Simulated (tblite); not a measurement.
CHN, charge +1, doublet, at a GFN2-xTB geometry (a state made from the parent by changing its charge; the spin is typed, not shown lowest); GFN1-xTB with ALPB(water) in tblite.

Input for tblite:
```
$ tblite run mol.xyz --method gfn1 --charge 1 --spin 1 --alpb water --json tblite.json --no-restart

# file mol.xyz
3

C     -0.00000000    -0.00000000    -0.72004593
N      0.00000000     0.00000000     0.40993120
H      0.00000000     0.00000000     1.45075717
```

Output, abridged:

```
xTB calculator
 | screened Coulomb repulsion
 | Coulomb electrostatics
 |  * isotropic Klopman-Ohno-Mataga-Nishimoto electrostatics
 |  * onsite third-order electrostatics
 | DFT-D3(BJ) dispersion correction
 | Interactions (3)
 | [1] alpb/gbsa reaction field model
 | [2] cds contribution to solvation
 | [3] empirical free energy shift and standard state/solvent correction

halogen bonding energy    0.0000000000000E+00 Eh
repulsion energy          1.2395454899831E-01 Eh
dispersion energy        -3.4818554213752E-04 Eh
interaction energy       -6.4432376111838E-04 Eh
number of electrons       9.0000000000000E+00 e
integral cutoff           1.9731147476801E+01 bohr

------------------------------------------------------------
  cycle        total energy    energy error   density error
------------------------------------------------------------
      1     -5.135549852377  -5.2585119E+00   6.3249806E-01
      2     -5.186950510244  -5.1400658E-02   4.0501545E-01
      3     -5.229647571907  -4.2697062E-02   2.2751905E-01
      4     -5.234871628053  -5.2240561E-03   4.8838172E-02
      5     -5.235802092795  -9.3046474E-04   1.6868865E-02
      6     -5.235976314218  -1.7422142E-04   1.0203257E-03
      7     -5.235976983048  -6.6883015E-07   2.5526038E-05
      8     -5.235976983101  -5.3558935E-11   1.6173183E-05
------------------------------------------------------------

electronic energy        -5.3589390227965E+00 Eh
total energy             -5.2359769831015E+00 Eh

Post processing:
 | Mayer-Wiberg bond orders

[Info] JSON dump of results written to 'tblite.json'
```
